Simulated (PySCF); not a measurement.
## Relaxation of singlet SeS(OH)₂

Computed with PBE0 in PySCF with Se def2-SVP, S def2-SVP, O def2-SVP, H def2-SVP; no relativity; density-fitted integrals. A (50,194) grid was used.

A hand-made T-shaped (ligand arrangement 2) (heavy-atom frame) start, of C2 symmetry, held to at least that symmetry:

Coordinates in bohr (charge 0 multiplicity 1):
```
Se    0.0000    0.0000   -0.8605
S     0.0000    0.0000    2.9379
O     3.3805    0.0000   -0.7424
O    -3.3805    0.0000   -0.7424
H     4.5459   -1.3897   -0.7017
H    -4.5459    1.3897   -0.7017
```

Optimiser trace:
| step | E − E(last) (kJ/mol) | largest gradient (Eh/bohr) |
| --- | --- | --- |
| 0 | 142.76 | 0.04169 |
| 1 | 105.77 | 0.01563 |
| 2 | 86.11 | 0.02523 |
| 3 | 85.03 | 0.04733 |
| 4 | 69.39 | 0.01558 |
| 5 | 56.53 | 0.01434 |
| 6 | 43.21 | 0.03513 |
| 7 | 32.53 | 0.01808 |
| 8 | 21.05 | 0.01008 |
| 9 | 11.48 | 0.02523 |
| 10 | 5.30 | 0.00522 |
| 11 | 2.01 | 0.00343 |
| 12 | 0.64 | 0.00551 |
| 13 | 0.21 | 0.00120 |
| 14 | 0.11 | 0.00101 |
| 15 | 0.04 | 0.00059 |
| 16 | 0.01 | 0.00039 |
| 17 | 0.00 | 0.00009 |

It ends at C2v with O–H 0.970 Å (×2), Se–O 1.870 Å (×2), Se–S 2.060 Å; H–O–Se 114.7° (×2), O–Se–O 170.7°, O–Se–S 94.7° (×2). A frequency run shows 1 imaginary mode, down to 224i cm⁻¹, so it is a saddle point. Other isomers or separated fragments may lie lower.

The relaxation took of the order of 80 core-seconds on a shared host.
